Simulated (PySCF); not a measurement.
Structure with atom numbers: `[CH3:1][C@:2]1([C:3]([F:4])([F:5])[F:6])[CH2:7][CH2:8][O:9]1`. Hydrogens are named by the atom that carries them. Ha(C7), Ha(C8) are pro-R; Hb(C7), Hb(C8) are pro-S.

Theory: shieldings: GIAO PBE0/pcSseg-1, geometry: PBE0-D3(BJ)/def2-SVP, in PySCF 2.14 (relativity neglected, fast rotation and ring inversion assumed for equivalent nuclei, no solvent model, single conformer).

δ = σ(ref) − σ, references computed at the same level: ¹³C and ¹H against TMS; ¹⁹F vs CFCl3; ¹⁷O vs H2O.

```
   atoms  nucleus  count  δ (ppm)
      C2      ¹³C      1     82.1
  Ha(C8)       ¹H      1     4.59
      C7      ¹³C      1     29.5
      O9      ¹⁷O      1     46.8
  Hb(C7)       ¹H      1     2.59
      C1      ¹³C      1        ?
  Ha(C7)       ¹H      1        ?
      C8      ¹³C      1     66.6
  Hb(C8)       ¹H      1     4.37
      C3      ¹³C      1    131.1
F4/F5/F6      ¹⁹F      3        ?
   H(C1)       ¹H      3        ?
```

Estimate the values marked ?.

Answers


- C1: 22.5 ppm, methyl carbon; aliphatic region, no heteroatom directly attached
- Ha(C7): 2.29 ppm, hydrogen on an sp3 CH2 in a ring
- H(C1): 1.45 ppm, hydrogen on a methyl carbon
- F4/F5/F6: -100.4 ppm, fluorine of a CF3 group

Shifts are as computed. Against solution values, carbons near 30 ppm lie about +2 ppm off and those near 130 ppm about +5 ppm. Of 1313 compounds with measured shifts, 239 miss one by over three times the rms of a fit or turn the order of signals round; such compounds aren't used in these exercises. Unscaled 19F shifts against computed CFCl3 carry errors that often reach 10 to 50 ppm. Experimental scales use liquid or dissolved standards, which lie at an offset from isolated H2O (liquid H2O: subtract about 36 ppm).
